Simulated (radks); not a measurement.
The numbers below are computed, except where a source is named.
All-electron atom: Sr9+ in [Ar] 3d10 4s1. Code: a radial shooting solver on a logarithmic mesh with Libxc functionals. Model: Dirac Kohn-Sham, AM05, spin-unpolarised, spherical densities, point nucleus.

Unscreened Slater integrals over Kohn-Sham orbitals (hartree). Large and small components are both included.

integral,value
"F0(4s1/2,4s1/2)",0.76415
"F0(4s1/2,3d5/2)",0.96125
"G2(4s1/2,3d5/2)",0.092074
"F0(4s1/2,3d3/2)",0.96220
"G2(4s1/2,3d3/2)",0.091305
"F0(4s1/2,3p3/2)",0.95873
"G1(4s1/2,3p3/2)",0.084450
"F0(3d5/2,3d5/2)",1.8643
"F2(3d5/2,3d5/2)",0.91052
"F4(3d5/2,3d5/2)",0.57668
"F0(3d5/2,3d3/2)",1.8707
"F2(3d5/2,3d3/2)",0.91309
"G2(3d5/2,3d3/2)",0.91053
"G4(3d5/2,3d3/2)",0.57666
"F0(3d5/2,3p3/2)",1.8254
"F2(3d5/2,3p3/2)",0.88144
"G1(3d5/2,3p3/2)",1.0435
"G3(3d5/2,3p3/2)",0.65709
"F0(3d3/2,3d3/2)",1.8773
"F2(3d3/2,3d3/2)",0.91574
"F0(3d3/2,3p3/2)",1.8312
"F2(3d3/2,3p3/2)",0.88251
"G1(3d3/2,3p3/2)",1.0422
"G3(3d3/2,3p3/2)",0.65637
"F0(3p3/2,3p3/2)",1.8102
"F2(3p3/2,3p3/2)",0.91018
